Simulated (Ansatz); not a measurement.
Consider the ligand exchange at the Sn–C bond: `FC[CH](F)[SnH3]` + `C=N` → `C=[N][SnH3]` + `FCCF`.

Isolated molecules relaxed with PBE0-D4/def2-TZVP in Ansatz; ΔE leaves out vibrations. CCSD(T)/CBS adds triple-zeta CCSD(T) − MP2 to the extrapolated MP2 energy (def2 sets, frozen cores). This one scheme is used for every species. Functionals use def2-TZVPP. B3LYP here is the variant with VWN-RPA as its local correlation; programs differ in this. def2 core potentials past Kr. For Sn outer-core shells are correlated without core-valence functions, which leaves a few kJ/mol of doubt a bond. Each species was taken in one conformer, which may not be the lowest.

```csv
level,ΔE (kcal/mol),difference from CCSD(T)/CBS
PBE-D4,-5.2,0.7
r2SCAN-D4,-6.1,-0.2
PBE0-D4,-5.7,0.2
B3LYP-D4,-6.5,-0.6
ωB97X-V,-6.1,-0.2
ωB97M-V,-5.6,0.3
B2PLYP,-7.3,-1.4
PBE,-5.5,0.4
r2SCAN,-6.2,-0.3
PBE0,-6.0,-0.1
B3LYP,-7.1,-1.2
HF/def2-TZVPP,-9.8,-3.9
MP2/def2-TZVPP,-6.8,-0.9
SCS-MP2/def2-TZVPP,-7.3,-1.4
CCSD/def2-TZVPP,-6.2,-0.3
CCSD(T)/def2-TZVPP,-6.0,-0.1
HF/def2-QZVPP,-10.0,-4.1
MP2/def2-QZVPP,-6.8,-0.9
SCS-MP2/def2-QZVPP,-7.4,-1.5
HF/CBS(def2),-10.1,-4.2
MP2/CBS(def2),-6.7,-0.8
CCSD/CBS(def2),-6.1,-0.2
CCSD(T)/CBS,-5.9,0
```

Largest T1 diagnostic among the species: 0.014.

In def2-TZVPP, CCSD(T) changes the Hartree–Fock value by +3.8 kcal/mol (the triples alone add +0.2 kcal/mol) and MP2 by +3.0 kcal/mol.
